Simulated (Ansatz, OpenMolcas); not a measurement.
**OpenMolcas → Ansatz**

OpenMolcas 26.06 runs this on GeSiH6 (SMILES [SiH3][GeH3]):

test.input:
```
&GATEWAY
  BasLib=$CurrDir
  Coord
  8
  angstrom
  Si      -0.516700       0.386500      -1.010200
  Ge       0.529700      -0.393800       0.977400
  H       -1.894900       0.857200      -0.710900
  H       -0.590800      -0.708400      -2.013300
  H        0.260800       1.514500      -1.587400
  H        0.619100       0.733600       2.019400
  H        1.954300      -0.890500       0.679100
  H       -0.269300      -1.556200       1.590100
  Basis=cc-pVDZ
  Group=NoSym

&SEWARD
  GridInput
  Grid=UltraFine
  End of Grid

&SCF
  KSDFT=B3LYP
  Thresholds=1e-10 1e-07 1e-07 1e-05
  PrOrbitals=1 1

&ALASKA
```

```bash
$ export MOLCAS_MEM=1860
$ pymolcas test.input > test.log
```

(Basis files named in the input come from the Basis Set Exchange and aren't shown.)

The coordinates come from a PBE0-D4/def2-TZVP relaxation.

It gives a total energy of -2370.122572 Eh.

Q: How is this level of theory, on these atoms, set up in Ansatz 0.2.0 as an input file of the program's own, asking for the energy?

A: One way, which was run:

run.yaml:
```yaml
crystal:
  periodic: [false, false, false]
  atoms:
    - {symbol: Si, position_ang: [-0.516700, 0.386500, -1.010200]}
    - {symbol: Ge, position_ang: [0.529700, -0.393800, 0.977400]}
    - {symbol: H, position_ang: [-1.894900, 0.857200, -0.710900]}
    - {symbol: H, position_ang: [-0.590800, -0.708400, -2.013300]}
    - {symbol: H, position_ang: [0.260800, 1.514500, -1.587400]}
    - {symbol: H, position_ang: [0.619100, 0.733600, 2.019400]}
    - {symbol: H, position_ang: [1.954300, -0.890500, 0.679100]}
    - {symbol: H, position_ang: [-0.269300, -1.556200, 1.590100]}
basis:
  gaussian:
    orbitals: cc-pVDZ
hamiltonian:
  xc: {name: B3LYP}
accuracy: high
output: {orbitals: {seedname: orbitals}}
```

```bash
$ ansatz run run.yaml --threads 1 --pin off --max-ram 3480MiB --events-out events.jsonl --progress --plain --runs-dir runs
```

Its energy is -2370.122573 Eh, the same as the first but for the last digit, at most.
